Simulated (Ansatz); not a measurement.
System: PbCl$_{2}$, charge 0, singlet. PbCl2 (SMILES [Cl][Pb][Cl]).
B3LYP-D3(BJ)/def2-TZVP minimum from Ansatz (a quantum-chemistry and plane-wave program):
```
Pb
Cl 1 2.4827
Cl 1 2.4827 2 99.63
```

Total energies in def2-TZVPP, 18 correlated electrons, 19 frozen orbitals. Radicals and triplets start from unrestricted determinants; spin-orbit coupling is neglected. Cores are frozen in correlated methods (noble-gas shells, and filled d and f shells in the p block). Past Kr the def2 sets carry scalar-relativistic core potentials. Spin-orbit terms, left out, reach several kcal/mol for Br and I, and more for heavier atoms.

```json
[
 {"method": "HF", "program": "Ansatz", "energy (Eh)": "-1110.97732", "minus CCSDT(Q) (mEh)": "506.67"},
 {"method": "MP2", "program": "Ansatz", "energy (Eh)": "-1111.42539", "minus CCSDT(Q) (mEh)": "58.60"},
 {"method": "CCSD", "program": "Ansatz", "energy (Eh)": "-1111.46037", "minus CCSDT(Q) (mEh)": "23.62"},
 {"method": "CCSD(T)", "program": "Ansatz", "energy (Eh)": "-1111.48170", "minus CCSDT(Q) (mEh)": "2.29"},
 {"method": "CCSDT(Q)", "program": "Ansatz", "energy (Eh)": "-1111.48399", "minus CCSDT(Q) (mEh)": "0.00"}
]
```

Rough core times of Ansatz's runs on a shared machine: CCSD(T) under 20 s, CCSDT(Q) 8 min.
